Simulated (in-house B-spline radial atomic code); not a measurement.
Settings and results of a run for Ce IV (Ce3+). Method: scalar-relativistic (X2C) BHandHLYP, spin-polarised, spherical fractional occupations, Fermi nucleus of rms radius 4.8771 fm. Calculated with a radial B-spline atomic code at the basis-set limit.

Command:
```bash
python run_scf.py task.json out
```
Settings (nuclear radius in fm, mass in u):
```
Z                58
configuration    [Xe] 4f1
hamiltonian      x2c
method           bhandhlyp
spin_polarised   True
nucleus          fermi
rms_radius       4.8771
atomic_mass      139.90545
speed_of_light   137.035999084
```

Output (hartree, bohr):
```
 radial grid: 73 intervals, B-splines of order 8, outer radius 39.1892 bohr

 iter        energy (Eh)    residual
    1       -8847.431884    4.96e-01
    2       -8853.736509    4.07e-01
    3       -8857.951235    7.91e-02
    4       -8858.167920    2.47e-02
    5       -8858.176270    9.99e-03
    6       -8858.179547    1.87e-03
    7       -8858.179600    3.29e-04
    8       -8858.179601    5.12e-05
    9       -8858.179601    3.10e-06
   10       -8858.179601    3.97e-07

 total energy                     -8858.17960
 kinetic                            9506.0166
 electron-nucleus                 -21532.7351
 Hartree                            3379.7463
 exact exchange                     -103.8924
 exchange-correlation               -107.3150

 orbital      occ     eigenvalue          <r>       <r^2>       <1/r>       r_max
 1s up      1.000     -1486.0398    0.0239105 0.000786653      67.154     0.01496
 1s down    1.000     -1486.0399    0.0239105 0.000786653      67.154     0.01496
 2s up      1.000      -240.7329      0.10456   0.0129646     15.3955      0.0889
 2s down    1.000      -240.7329      0.10456   0.0129645     15.3955      0.0889
 2p up      3.000      -215.8233    0.0920172   0.0103524     13.9215      0.0713
 2p down    3.000      -215.8234     0.092017   0.0103523     13.9215      0.0713
 3s up      1.000       -53.4234     0.277761   0.0882914     5.49364      0.2545
 3s down    1.000       -53.4125     0.277721   0.0882638     5.49454      0.2545
 3p up      3.000       -45.3827     0.275821   0.0882828     5.06619       0.249
 3p down    3.000       -45.3709     0.275767   0.0882448     5.06717       0.249
 3d up      5.000       -33.8374     0.253263   0.0755816     4.76562      0.2052
 3d down    5.000       -33.8258     0.253174   0.0755201     4.76685      0.2051
 4s up      1.000       -11.9139     0.636989    0.457551      2.2488       0.593
 4s down    1.000       -11.8791     0.636818    0.457292     2.24933      0.5928
 4p up      3.000        -9.2302     0.673797    0.515794      2.0468      0.6186
 4p down    3.000        -9.1924     0.673596    0.515469     2.04725      0.6185
 4d up      5.000        -5.2816      0.74419    0.641456     1.77515      0.6527
 4d down    5.000        -5.2352     0.743969    0.641048     1.77535      0.6525
 5s up      1.000        -2.5605      1.50801     2.54668    0.880978        1.37
 5s down    1.000        -2.5414      1.51187     2.55984     0.87797       1.372
 5p up      3.000        -1.8239      1.71379     3.30544     0.76079       1.529
 5p down    3.000        -1.8081       1.7201     3.33004    0.757192       1.533
 4f up      1.000        -0.8923      1.12102     1.64077     1.18254      0.7271
```

Run time, properties included: 0.43 s on 1 thread of Arm Neoverse V2, with other jobs on the host.

Caution: exact exchange at fractional occupations of open shells leaves self-interaction of up to several eV.

One-electron X2C: radii and densities carry no picture-change correction, so inner-shell <1/r> comes out high (for 1s by about 2 % at Z = 33, 5 % at 54, 10 % at 75, 30 % at 118) and <r> low.
